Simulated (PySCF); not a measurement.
CH5F2PSi.
SMILES with atom numbers: `[F:1][CH:2]([F:3])[SiH2:4][PH2:5]` (hydrogens: H6 on C2; H7, H8 on Si4; H9, H10 on P5)

A GFN2-xTB structure with every atom displaced at random (by about 0.01 Å) was refined with PBE0-D3(BJ)/def2-SVP geometry optimisation, gas phase (PySCF 2.14.0). Values at the start:

| coordinate | start |
| --- | --- |
| F1–C2 | 1.384 Å |
| C2–Si4 | 1.972 Å |
| C2–H6 | 1.100 Å |
| Si4–P5 | 2.201 Å |
| Si4–H7 | 1.461 Å |
| P5–H9 | 1.358 Å |
| F1–C2–F3 | 105.6° |
| F1–C2–Si4 | 109.2° |
| C2–Si4–P5 | 104.4° |
| F1–C2–Si4–P5 | -56° |

Question: How do these coordinates change at the PBE0-D3(BJ)/def2-SVP level?

Answer: 
| coordinate | PBE0-D3(BJ)/def2-SVP (Å or °) | change |
| --- | --- | --- |
| P5–H9 | 1.429 | +0.071 |
| Si4–P5 | 2.259 | +0.058 |
| C2–Si4 | 1.926 | -0.046 |
| Si4–H7 | 1.494 | +0.033 |
| F1–C2 | 1.362 | -0.022 |
| C2–H6 | 1.106 | +0.006 |
| F1–C2–F3 | 108.1 | +2.5 |
| C2–Si4–P5 | 106.4 | +2.0 |
| F1–C2–Si4 | 109.0 | -0.2 |
| F1–C2–Si4–P5 | -59 | -3 |

The energy falls by 17.6 kJ/mol over 6 energy and gradient evaluations, the largest force component goes from 0.0371 to 2.7e-04 Eh/bohr, and the atoms move by 0.057 Å rms after alignment. The bond that changes most is P5–H9 (three-coordinate phosphorus to P–H hydrogen), which lengthens by 0.071 Å. Bonds longer at the end by more than 0.005 Å: 6 of 9; shorter: 2. Rotational constants go from 4335, 1798, 1688 to 4358, 1757, 1673 MHz.

The run used 103 basis functions and 40 SCF cycles in all.

Whether it is a minimum is left open (no frequencies). The numbers are those of one conformer.

The values belong to the conformer `[F:1][CH:2]([F:3])[SiH2:4][PH2:5]`: F1–C2–Si4–P5 -59°, H–P5–Si4–C2 68°, H–P5–Si4–C2 162°.
